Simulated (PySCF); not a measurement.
F₃GeH₃Si. Atoms are numbered in the order given.

```xyz
8

F      1.4956     0.0054    -1.4842
Si     0.0000     0.0000    -0.8865
F     -0.7525     1.2925    -1.4842
F     -0.7431    -1.2979    -1.4842
Ge     0.0000     0.0000     1.4568
H      0.7420     1.2440     1.9554
H      0.7063    -1.2646     1.9554
H     -1.4484     0.0206     1.9554
```

Geometry optimised at ωB97X-D3(BJ)/def2-SVP. This is a generated structure with no PubChem entry under its InChIKey; it may be hypothetical.

Method: PBE/def2-TZVP run with PySCF.

Isolated molecule, no solvent.

Computed frontier levels, gap, dipole moment and polarisability:
```
Item                                                                                                           Result
---------------------------------------------------------------------------------------------  ----------------------
highest occupied level                                                                                       -8.09 eV
lowest empty level                                                                                           -0.99 eV
orbital gap                                                                                                   7.10 eV
dipole moment                                                                                                  2.11 D
quadrupole, principal values (traceless, Buckingham form, about the centre of nuclear charge)  -0.13, -0.13, 0.25 D·Å
mean static polarisability                                                                       55.7 bohr³ (8.26 Å³)
polarisability, principal values                                                               51.6, 51.6, 64.0 bohr³
```
